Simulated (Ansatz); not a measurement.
The cluster Si₃Au₂⁻. The state is a doublet with charge -1. Geometry r2SCAN-D4/def2-SVPD; atoms count from 1.

```xyz
5

Au   -0.794   -1.269   -2.119
Au   -0.511   -1.442    0.940
Si    1.023    0.271    1.640
Si    0.946    1.953    0.099
Si   -0.664    0.487   -0.559
```

In the def2 sets Au takes a core potential; there is no spin–orbit coupling. Another isomer (doublet) lies 0.08 eV lower at PBE0-D4/def2-TZVPD; other spin states weren't run for this one.

Question: Estimate the Mulliken populations from the PBE0/def2-TZVPD orbitals of Ansatz.

Answer: 
```tsv
atom	charge (e)	spin (α − β)	d electrons
Au1	-0.37	0.37	9.69
Au2	-0.18	0.01	9.57
Si3	-0.15	0.12	–
Si4	-0.31	0.24	–
Si5	0.01	0.27	–
```
Mulliken values depend strongly on the basis. With diffuse functions, as here, like atoms can get unlike values, and bond orders can come out too low or too high.

Question: Where does the spin sit?

Answer: Summed by element: Au 0.38, Si 0.62, of 1 unpaired in all. Largest on single atoms: Au1 0.37, Si5 0.27, Si4 0.24.

Question: And the Mayer bond orders between heavy atoms (over 0.3)?

Answer: Au1–Si5 1.06 (2.35 Å); Au2–Si3 0.83 (2.40 Å); Au2–Si5 0.67 (2.45 Å); Si3–Si4 1.23 (2.28 Å); Si3–Si5 0.62 (2.78 Å); Si4–Si5 1.09 (2.27 Å).
